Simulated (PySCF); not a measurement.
SMILES B[SiH2][SiH2]C(C)=O (C₂H₉BOSi₂), singlet, GFN2-xTB optimised geometry.

```
15

B      4.02     0.75     2.24
Si     2.36    -0.24     2.23
Si     1.64    -0.37     0.00
C     -0.28    -0.37     0.00
C     -0.97     0.97     0.00
O     -0.89    -1.41     0.05
H      4.04     1.92     2.34
H      5.05     0.22     2.08
H      1.24     0.36     2.99
H      2.40    -1.62     2.74
H      2.05    -1.57    -0.72
H      2.04     0.78    -0.82
H     -2.05     0.85     0.10
H     -0.74     1.48    -0.93
H     -0.59     1.57     0.82
```

Density from CAM-B3LYP/def2-TZVP in PySCF at that geometry.

Minimum of the electron density along straight lines between bonded atoms, close to the bond critical point (lines longer than 1.1 times the sum of covalent radii, or with two minima, are not listed):

| bond | length / Å | ρ at the minimum / e bohr⁻³ | ∇²ρ there / e bohr⁻⁵ | position (fraction from the first atom) |
|---|---|---|---|---|
| B1–Si2 | 1.937 | 0.123 | 0.00 | 0.61 |
| Si2–Si3 | 2.345 | 0.091 | -0.16 | 0.45 |
| Si3–C4 | 1.920 | 0.117 | 0.14 | 0.39 |
| C4–C5 | 1.506 | 0.263 | -0.70 | 0.51 |
| C4–O6 | 1.210 | 0.421 | -0.09 | 0.34 |
| B1–H7 | 1.171 | 0.194 | -0.40 | 0.44 |
| B1–H8 | 1.171 | 0.194 | -0.40 | 0.44 |
| Si2–H9 | 1.479 | 0.120 | 0.17 | 0.49 |
| Si2–H10 | 1.474 | 0.122 | 0.17 | 0.49 |
| Si3–H11 | 1.463 | 0.126 | 0.18 | 0.49 |
| Si3–H12 | 1.473 | 0.122 | 0.18 | 0.49 |
| C5–H13 | 1.088 | 0.281 | -0.98 | 0.65 |
| C5–H14 | 1.088 | 0.277 | -0.95 | 0.64 |
| C5–H15 | 1.088 | 0.277 | -0.95 | 0.64 |
